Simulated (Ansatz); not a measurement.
Consider the isomerisation: `C=CC[SiH2]Cl` → `C[C@H]1C[Si@H]1Cl`.

Computed with Ansatz on PBE0-D4/def2-TZVP structures; ΔE is electronic, products minus reactants. CCSD(T)/CBS is the MP2 limit (def2-TZVPP, def2-QZVPP) plus CCSD(T) − MP2 in def2-TZVPP, frozen cores. DFT in def2-TZVPP. One conformer a species, not always the lowest.

`C=CC[SiH2]Cl`:

```xyz
12

C    -0.965   -1.661   -0.662
C     0.002   -1.144    0.086
C     0.810    0.059   -0.265
Si    0.070    1.546    0.603
Cl    1.280    3.197    0.349
H    -1.537   -2.519   -0.329
H    -1.213   -1.250   -1.636
H     0.208   -1.591    1.057
H     1.853   -0.048    0.050
H     0.801    0.251   -1.341
H    -0.051    1.297    2.060
H    -1.258    1.865    0.029
```

`C[C@H]1C[Si@H]1Cl`:

Z-matrix (Å, degrees):
```
C
C 1 1.507
H 1 1.093 2 111.4
H 1 1.092 2 111.2 3 -119.7
H 1 1.095 2 111.1 3 119.9
C 2 1.564 1 117.6 3 -49.0
Si 2 1.837 1 124.0 3 27.6
H 2 1.089 1 113.6 3 176.0
H 6 1.086 2 117.1 1 -129.3
H 6 1.087 2 114.5 1 5.9
Cl 7 2.046 2 119.2 1 -2.7
H 7 1.475 2 123.1 1 145.2
```

| level | ΔE (kJ/mol) |
| --- | --- |
| B2PLYP | 53.3 |
| PBE | 35.3 |
| HF/def2-TZVPP | 79.9 |
| MP2/CBS(def2) | 40.1 |

Problem. What does CCSD(T)/CBS give? (Estimate.)

Solution. The calculation gave: +49.3 kJ/mol. The listed levels differ from it by 4.0, -14.0, 30.6, -9.2 kJ/mol.

Largest T1 diagnostic among the species: 0.010.

In def2-TZVPP, CCSD(T) changes the Hartree–Fock value by −29.7 kJ/mol (the triples alone add −2.1 kJ/mol) and MP2 by −38.9 kJ/mol.

CCSD(T)/CBS has its own doubt, a few kJ/mol and more with outer-core shells, so smaller differences from it don't rank the levels.
